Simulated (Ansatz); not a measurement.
A nudged elastic band was laid between two geometries of GeH7NSSi (11 atoms, charge 0, multiplicity 1).

Computed with RHF/def2-SVP in Ansatz.

```yaml
movable_images: 9
climbing_image: yes
spring: 5.0 eV/Å²
optimiser: quadratic models (default)
start_path: through a guess of the saddle point
force_threshold: 0.05 eV/Å
iteration_limit: 46
end_points: relaxed
```

Image 0:

```xyz
11
Properties=species:S:1:pos:R:3
N -0.614 2.401 -0.830
Si -0.472 0.700 -0.687
S 1.203 0.134 0.574
Ge 0.765 -2.007 1.068
H -0.843 2.971 -0.039
H -0.056 2.904 -1.493
H -1.696 0.135 -0.082
H -0.272 0.148 -2.042
H 0.499 -2.805 -0.214
H 2.009 -2.538 1.779
H -0.458 -2.099 1.986
```

Image 10:

```xyz
11
Properties=species:S:1:pos:R:3
N -0.564 2.409 -0.898
Si -0.569 0.729 -0.563
S 1.133 0.155 0.657
Ge 0.816 -2.036 0.998
H -0.790 3.075 -0.184
H 0.074 2.796 -1.566
H -1.806 0.384 0.167
H -0.508 -0.012 -1.840
H 0.857 -2.795 -0.333
H 1.960 -2.486 1.906
H -0.537 -2.277 1.678
```

What changes between the two ends?

No bond is made or broken. The height of N1 over the plane of its neighbours goes from 0.18 to 0.18 Å.

What energy profile does the band end with?

The forces met the threshold. The highest image is number 5 of 0 to 10, 0.004 eV above the ends, which have the same energy within 2 meV. The top lies less than 8 meV above the higher end, about what the thresholds resolve: that end is a shoulder or a very shallow well. A vibrational analysis at the climbing image gives no mode beyond 40i cm⁻¹: the surface is too flat there to confirm a saddle point.

```tsv
image	path coordinate (Å)	energy (eV)	height of N1 over the plane of its neighbours (Å)
0	0.00	0.000	0.18
1	0.16	0.000	0.18
2	0.32	0.000	0.18
3	0.48	0.000	0.18
4	0.64	0.000	0.18
5	0.80	0.004	0.16
6	0.98	0.001	0.18
7	1.16	0.000	0.18
8	1.33	0.000	0.18
9	1.51	0.000	0.18
10	1.68	0.000	0.18
```

What is the geometry of the highest image?


```xyz
11
Properties=species:S:1:pos:R:3
N -0.602 2.408 -0.810
Si -0.497 0.708 -0.649
S 1.185 0.138 0.596
Ge 0.776 -2.016 1.052
H -0.702 3.021 -0.025
H -0.160 2.864 -1.584
H -1.714 0.142 -0.029
H -0.328 0.155 -2.009
H 0.614 -2.813 -0.248
H 1.991 -2.515 1.834
H -0.497 -2.151 1.893
```

Run time: 17 min on 2 threads of Intel(R) Xeon(R) Platinum 8259CL CPU @ 2.50GHz (Skylake/Cascade Lake) (shared host), peak memory 0.32 GiB.
